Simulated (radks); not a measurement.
Results of a calculation; reference values are marked as such.
Task: The mean radii <r> (bohr) of the occupied orbitals of an atom or ion are listed with their occupations. Level of theory: scalar-relativistic Kohn-Sham, SCAN, spin-polarised, spherical densities, finite nucleus; meta-GGA in the generalised Kohn-Sham scheme; Fermi nuclear charge, rms radius of each element as measured or else 0.836 A^(1/3) + 0.57 fm (a radial shooting solver on a logarithmic mesh with Libxc functionals).

| orbital | occ. | <r> |
|---|---|---|
| 1s up | 1 | 0.02363 |
| 1s down | 1 | 0.02363 |
| 2s up | 1 | 0.1005 |
| 2s down | 1 | 0.1005 |
| 2p up | 3 | 0.08841 |
| 2p down | 3 | 0.08831 |
| 3s up | 1 | 0.2560 |
| 3s down | 1 | 0.2566 |
| 3p up | 3 | 0.2520 |
| 3p down | 3 | 0.2527 |
| 3d up | 5 | 0.2265 |
| 3d down | 2 | 0.2272 |

Name the element and its charge. Open shells, if any, are filled with parallel spins first.

Result: Z = 60, neodymium, charge +35: Nd35+ in [Ar] 3d7. The 1s radius gives Z: for a bare nucleus <r> = (2 gamma + 1)/(2Z) with gamma = sqrt(1 - (Z/c)^2), 0.02332 bohr for Z = 60, and screening makes it slightly larger (0.02363 here). The occupations add up to 25, and the charge is Z minus that.
